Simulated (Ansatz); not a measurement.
A nudged elastic band was laid between two geometries of Cl2H2OSn (6 atoms, charge 0, multiplicity 1).

Theory: RHF/def2-SVP in Ansatz.

```json
{"movable images": "9", "climbing image": "yes", "spring": "50.0 eV/Å²", "optimiser": "quadratic models (default)", "start path": "through a guess of the saddle point", "force threshold": "0.03 eV/Å", "iteration limit": "60", "end points": "relaxed"}
```

Image 0:

```xyz
6
Properties=species:S:1:pos:R:3
Sn 0.185 -0.087 0.487
H -0.254 0.106 2.099
O 2.106 -0.307 0.349
H 2.498 -0.458 -0.498
Cl -0.434 1.747 -0.816
Cl -0.832 -1.952 -0.481
```

Image 10:

```xyz
6
Properties=species:S:1:pos:R:3
Sn -0.775 0.552 0.720
H 1.531 -1.164 0.751
O 1.524 -0.222 0.888
H 2.009 0.160 0.164
Cl 0.086 1.465 -1.367
Cl -1.104 -1.745 -0.016
```

(1) Which bonds break or form, and what moves?

(2) Give the energies along the band, and the barrier.

(3) What is the geometry of the highest image?

## Answers

(1) Bonds broken: Sn1–H2. Bonds formed: H2–O3.

(2) The run converged. The highest image is number 4 of 0 to 10, 2.78 eV above the first end and 3.83 eV above the last; the last end lies 1.04 eV below the first. Neighbouring images differ by up to 2.7 eV, so the band resolves the path poorly. Another band between the same ends (9 images) ends at a top of the same energy, where a vibrational analysis finds 1 clearly imaginary mode. The orbitals stay closed-shell, which can raise the energy where a bond breaks towards radicals; this wasn't checked here.

```tsv
image	path coordinate (Å)	energy (eV)	Sn1–H2 (Å)	H2–O3 (Å)
0	0.00	0.00	1.68	2.97
1	0.56	0.04	1.68	2.96
2	1.13	0.27	1.68	2.69
3	1.69	1.34	1.68	2.08
4	2.25	2.78	1.79	1.48
5	2.85	0.07	2.20	0.99
6	3.45	-0.80	2.85	0.95
7	4.05	-0.93	3.10	0.95
8	4.65	-0.95	3.08	0.95
9	5.25	-1.01	3.02	0.95
10	5.85	-1.04	2.87	0.95
```

(3) 
```xyz
6
Properties=species:S:1:pos:R:3
Sn -0.232 0.014 0.416
H 0.970 -0.103 1.731
O 1.841 -0.125 0.537
H 2.562 -0.646 0.197
Cl -0.843 1.781 -1.002
Cl -1.029 -1.873 -0.739
```

Time of the run: 4.8 min on 1 thread of Arm Neoverse V2, on a shared host, peak memory 0.19 GiB.
